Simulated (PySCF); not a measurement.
## Rb¹⁶⁺: ionisation energy

Rb¹⁶⁺ [Ar] 3d3 [3d3/2^3, M_J = 3/2] → Rb¹⁷⁺ [Ar] 3d2 [3d3/2^2, M_J = 2], as a difference of total energies. All numbers are calculated (PySCF 2.14, the two-component X2C-1e Hamiltonian, in an uncontracted even-tempered set (17 s from 1.5 bohr⁻², ratio 2.8; 12 p from 1.9 bohr⁻², ratio 2.8; 8 d from 1.9 bohr⁻², ratio 2.8; 4 f from 6.7 bohr⁻², ratio 3)). Correlated levels: [Ne] frozen; the 76 highest virtual spinors dropped. "Screened" scales the spin-orbit matrix elements by Boettger's factors to mimic the two-electron term; Breit and QED terms are absent.

| method | ionisation energy (eV) |
| --- | --- |
| GHF (spin-free) | 601.65 |
| GMP2 (spin-free) | 601.94 |
| GHF (screened spin-orbit) | 601.42 |
| GMP2 (screened spin-orbit) | 601.73 |

How much does correlation contribute at GMP2 (screened spin-orbit)?

601.73 − (601.42) = 0.31 eV, measured against GHF (screened spin-orbit).

Breit and QED terms and the two-electron picture change are absent.

The spin-free rows relax to the high-spin LS determinant and lack the spin-orbit shift.

The labels give the starting determinants; with spin-orbit coupling the two ends relaxed to ⟨J²⟩ = 5.98, ⟨L²⟩ = 11.81, ⟨S²⟩ = 3.65 and ⟨J²⟩ = 6.67, ⟨L²⟩ = 11.58, ⟨S²⟩ = 1.86.

The determinant of Rb¹⁶⁺ and of Rb¹⁷⁺ mixes levels of different J (the jj label is only the starting occupation), so the difference between spin-free and spin-orbit rows is not the physical spin-orbit shift.

For comparison: 601 ± 3 eV (theoretical estimate listed by NIST; NIST Atomic Spectra Database, ionization energies).
